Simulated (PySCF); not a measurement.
C₃H₄FNSSi, SMILES Fc1scnc1[SiH3].

Coordinates come from a ωB97X-D3(BJ)/def2-SVP optimisation. The structure was generated by enumeration, and PubChem lists no compound with its InChIKey, so it may never have been made.

Two levels are set side by side: PBE/def2-TZVP (PySCF) and ωB97X/def2-TZVP (PySCF). Same geometry, gas phase. Differences are taken from unrounded values.

```
quantity                       PBE
---------------------------  -----
orbital gap (eV)              4.36
highest occupied level (eV)  -6.30
lowest empty level (eV)      -1.93
dipole moment (D)             1.36
mean polarisability (bohr³)   86.4
```

**Question.** These are the PBE values. What does ωB97X give? (An estimate is asked for; the answer gives what the named calculation found.)

**Answer.** 
| quantity | ωB97X | PBE minus ωB97X |
|---|---|---|
| orbital gap (eV) | 10.71 | -6.35 |
| highest occupied level (eV) | -9.62 | 3.33 |
| lowest empty level (eV) | 1.09 | -3.02 |
| dipole moment (D) | 1.50 | -0.14 |
| mean polarisability (bohr³) | 82.2 | 4.2 |

Without exact exchange PBE keeps part of each electron's self-repulsion, which lifts occupied levels and narrows the gap. PBE's more diffuse valence density responds more strongly to a field. Differences between two approximate levels are no errors against the true value.

Rough cost on one machine, each run with all the roots and properties that it gave: ωB97X against PBE within a factor of 2.
